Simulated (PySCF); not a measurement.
C4H5, SMILES C#C[CH]C, multiplicity 2. Geometry optimised at PBE-D3(BJ)/def2-SVP.

Calculation: PBE-D3(BJ)/def2-SVP run with PySCF 2.14.0.

Harmonic wavenumbers (cm⁻¹): 94, 202, 392, 413, 535, 594, 618, 858, 952, 1052, 1133, 1324, 1344, 1392, 1421, 1990, 2940, 2998, 3073, 3086, 3403. Rotational constants (GHz): 38.51, 4.343, 4.002; symmetry number 1.

Task: Work out the zero-point energy and the ideal-gas rigid-rotor harmonic-oscillator thermochemistry at 298.15 K and 1 atm.

Result: ZPE = ½ Σ hcν = ½ × 29814 cm⁻¹ = 178.33 kJ/mol. H − E(el) = 195.13 kJ/mol. Entropy in J/(mol K): translation 158.28, rotation 99.11, vibration 39.89, spin 5.76, total 303.05. G − E(el) = 104.78 kJ/mol. Cp = 83.40 J/(mol K). Modes under 150 cm⁻¹ make the vibrational entropy uncertain.
